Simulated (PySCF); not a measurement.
One of the candidates below gave these computed data.

All candidates are C8H13P.

* Dipole: 1.16 D [CAM-B3LYP/def2-SVPD]
* UV, first state: lowest singlet excitation: 4.66 eV (266 nm, f = 0.061) [TDDFT CAM-B3LYP/def2-SVPD]
* Rotational structure: rotational constants A, B, C: 2.461, 0.815, 0.666 GHz [PBE0-D3(BJ)/def2-SVP]
* Triplet: lowest triplet excitation (Tamm–Dancoff): 3.00 eV [TDA CAM-B3LYP/def2-SVPD]
* UV, strongest line: among the 10 lowest singlet transitions: S2 at 5.17 eV (240 nm, f = 0.116) [TDDFT CAM-B3LYP/def2-SVPD]
* 13C NMR: chemical shifts (computed TMS as zero) by class: 164.4 (1 C), 163.1 (1 C), 142.0 (1 C), 129.0 (1 C), 30.6 (1 C), 30.1 (1 C), 17.7 (1 C), 16.4 (1 C) ppm [GIAO PBE0/pcSseg-1]
* Polarisability: 120.3 au [CAM-B3LYP/def2-SVPD]
* Valence photoelectron: vertical ionisation energy: 8.10 eV [ΔSCF CAM-B3LYP/def2-SVPD]
* 1H NMR: chemical shifts (computed TMS as zero) by class: 6.83 (1 H), 6.22 (1 H), 5.37 (1 H), 2.61 (2 H), 2.42 (2 H), 1.16 (3 H), 1.13 (3 H) ppm [GIAO PBE0/pcSseg-1]
* NMR, other nuclei: isotropic shieldings of nuclei other than C and H, by class: 377 (1 P) ppm [GIAO PBE0/pcSseg-1]

The electronic properties come from PySCF, for the isolated species, density fitting. Levels stand in brackets. One conformer (not necessarily the lowest) at the PBE0-D3(BJ)/def2-SVP geometry, without solvent, vibrations or thermal averaging. NMR values are class means; diastereotopic atoms form classes of their own.

Problem. Which candidate is it?
A. `CC(C)P1C=CCC=C1`
B. `C=CC1=C(C)CP(C)C1`
C. `CC1=CCCP1C1CC1`
D. `CCc1c[pH]c(CC)c1`

Solution. D. It is `CCc1c[pH]c(CC)c1`. Numbering: `[CH3:1][CH2:2][c:3]1[cH:4][pH:5][c:6]([CH2:7][CH3:8])[cH:9]1`. 8 carbons fall into 8 classes; from least to most shielded: unsaturated ring carbon [C6] (164.4 ppm), unsaturated ring carbon [C3] (163.1 ppm), unsaturated ring CH carbon [C9] (142.0 ppm), unsaturated ring CH carbon [C4] (129.0 ppm), carbon bonded to 2 C and 2 H [C2] (30.6 ppm), carbon bonded to 2 C and 2 H [C7] (30.1 ppm), methyl carbon [C8] (17.7 ppm), methyl carbon [C1] (16.4 ppm). Hydrogen classes from least to most shielded: 1 H on an unsaturated ring CH carbon, C9 (6.83 ppm), 1 H on an unsaturated ring CH carbon, C4 (6.22 ppm), 1 H on a ring phosphorus, P5 (5.37 ppm), 2 H on a carbon bonded to 2 C and 2 H, C7 (2.61 ppm), 2 H on a carbon bonded to 2 C and 2 H, C2 (2.42 ppm), 3 H on a methyl carbon, C8 (1.16 ppm), 3 H on a methyl carbon, C1 (1.13 ppm). The other shieldings belong to: 377 ppm, ring phosphorus [P5]. The first electron is taken from the HOMO, whose largest Löwdin shares are 0.27 on an unsaturated ring CH carbon, 0.20 on an unsaturated ring carbon, 0.17 on an unsaturated ring carbon and 0.12 on an unsaturated ring CH carbon. The optimised geometry has point group C1 and is an asymmetric top.

The others, at the same levels:
- `CC1=CCCP1C1CC1` fails: it has 7 carbon classes against 8; its computed 13C shifts are 152.8 (1 C), 142.1 (1 C), 36.8 (1 C), 27.4 (1 C), 20.4 (1 C), 10.5 (1 C), 4.7 (2 C) ppm, 1H shifts are 6.01 (1 H), 2.64 (2 H), 2.08 (3 H), 1.83 (2 H), 0.61 (2 H), 0.49 (1 H), 0.34 (2 H) ppm and rotational constant A is 2.047 GHz (against 2.461 GHz).
- `C=CC1=C(C)CP(C)C1` fails: its computed 13C shifts are 145.9 (1 C), 140.2 (1 C), 139.9 (1 C), 120.2 (1 C), 44.0 (1 C), 36.1 (1 C), 18.5 (1 C), 14.3 (1 C) ppm, 1H shifts are 6.97 (1 H), 5.36 (1 H), 5.33 (1 H), 2.28 (2 H), 2.23 (2 H), 1.92 (3 H), 0.73 (3 H) ppm and rotational constant A is 1.869 GHz (against 2.461 GHz).
- `CC(C)P1C=CCC=C1` fails: its computed lowest singlet excitation is 4.83 eV (257 nm, f = 0.020) (against 4.66 eV), vertical ionisation energy is 7.74 eV (against 8.10 eV) and lowest triplet excitation (Tamm–Dancoff) is 3.77 eV (against 3.00 eV).

Each candidate is one conformer, not necessarily the lowest. Dipoles, sizes and rotational constants follow the conformer. The torsions of the flexible species, by atom-mapped SMILES:
- `[CH3:1][CH2:2][c:3]1[cH:4][pH:5][c:6]([CH2:7][CH3:8])[cH:9]1`: C1–C2–C3–C4 -114°, P5–C6–C7–C8 56°
- `[CH3:1][CH:2]([CH3:3])[P:4]1[CH:5]=[CH:6][CH2:7][CH:8]=[CH:9]1`: C1–C2–P4–C5 -77°

The conformers of `CC1=CCCP1C1CC1` and `C=CC1=C(C)CP(C)C1` aren't listed.
